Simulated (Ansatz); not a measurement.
Mulliken charges of BFH$_{5}$NOSi, SMILES `NBO[SiH2]F` from ωB97M-V/def2-TZVPP in Ansatz (PBE0-D4/def2-TZVP geometry).

| atom | x (Å) | y (Å) | z (Å) | charge (e) |
| --- | --- | --- | --- | --- |
| N1 | -1.901 | -0.970 | 0.235 | -0.239 |
| B2 | -0.569 | -0.617 | 0.434 | 0.150 |
| O3 | 0.037 | 0.242 | -0.455 | -0.367 |
| Si4 | 1.508 | 0.931 | -0.484 | 0.581 |
| F5 | 1.424 | 2.381 | 0.174 | -0.312 |
| H6 | -2.393 | -1.593 | 0.849 | 0.135 |
| H7 | -2.448 | -0.614 | -0.531 | 0.131 |
| H8 | 0.039 | -1.065 | 1.367 | 0.020 |
| H9 | 2.481 | 0.145 | 0.308 | -0.052 |
| H10 | 1.906 | 1.110 | -1.894 | -0.047 |

Problem. By hand: the dipole of these point charges (1 e Å = 4.8032 D).

Solution. Σ q r = (-0.074, -0.528, -0.014) e Å, of length 0.533 e Å = 2.56 D.

Problem. How does the dipole of the full density compare? (Best estimate.)

Solution. Computed: (-0.295, -0.355, -0.068) e Å, 2.24 D; the point charges give 1.14 times that, at 32° from its direction.

Point charges leave out the atoms' own dipoles, such as those of lone pairs, and Mulliken's split depends on the basis, so the two needn't agree.
